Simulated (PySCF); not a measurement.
# Working out the ionisation energy of S⁺

S⁺ [Ne] 3s2 3p3 (4S) → S²⁺ [Ne] 3s2 3p2 (3P). Computed with PySCF 2.14 in x2c-QZVPPall with one added diffuse shell each of s, p, d, f type (10s7p5d3f1g, 86 functions), with scalar relativity by spin-free X2C-1e. Frozen: 1s2. Energies in hartree (1 hartree = 27.21139 eV):

| part | S⁺ (lower) | S²⁺ (upper) |
| --- | --- | --- |
| UHF | -398.258938 | -397.424336 |
| MP2 opposite-spin | -0.199520 | -0.188498 |
| MP2 same-spin | -0.083230 | -0.069281 |

Question: What does Hartree-Fock give?

Answer: (-397.424336) − (-398.258938) = 0.834602 hartree = 22.711 eV.

Question: What do MP2 and SCS-MP2 (6/5 opposite-spin, 1/3 same-spin) give?

Answer: The opposite-spin parts differ by 0.300 eV and the same-spin parts by 0.380 eV. MP2: 22.711 + (0.300) + (0.380) = 23.391 eV. SCS-MP2: 22.711 + 1.2 × (0.300) + (0.380)/3 = 23.198 eV.

A first-order spin-orbit estimate adds -0.062 eV to MP2 (valence and next inner shell), giving 23.329 eV against 23.338 eV (measured; NIST Atomic Spectra Database, ionization energies).

What remains against the reference includes basis incompleteness, the frozen core and correlation beyond second order.
